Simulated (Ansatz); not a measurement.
C₃H₅BO, SMILES `OCC1=CB1`, relaxed with RKS PBE0-D4/def2-TZVP in the Gaussian-basis code of Ansatz from a PBE-D4/def2-SVP geometry. The force threshold is 0.005 eV/Å; the program also tests the step.

Charge 0, multiplicity 1.

Start:

```xyz
10

O    -0.183   -0.021   -2.111
C     0.515   -0.474   -0.973
C    -0.050   -0.026    0.324
C     0.075   -0.202    1.675
B    -0.933    0.779    1.219
H    -0.417    0.911   -1.941
H     0.522   -1.587   -1.009
H     1.597   -0.175   -0.975
H     0.667   -0.803    2.382
H    -1.793    1.598    1.410
```

(1) How much energy does the relaxation release, and in how many steps? (Estimate.)

(2) Which bonds change most? (Best estimate.)

(3) Give the relaxed structure. (Best estimate.)

## Answers

(1) Computed: 1.29 kcal/mol, in 7 steps.

(2) Ansatz gave: C2–H8 from 1.124 to 1.102 Å; B5–H10 from 1.202 to 1.182 Å; C4–H9 from 1.101 to 1.082 Å; C3–B5 from 1.494 to 1.475 Å.

(3) The calculation gave: 
```xyz
10

O    -0.155   -0.007   -2.092
C     0.530   -0.474   -0.956
C    -0.042   -0.020    0.322
C     0.067   -0.202    1.655
B    -0.915    0.779    1.202
H    -0.471    0.879   -1.897
H     0.519   -1.568   -0.999
H     1.589   -0.171   -0.974
H     0.636   -0.804    2.351
H    -1.758    1.587    1.387
```
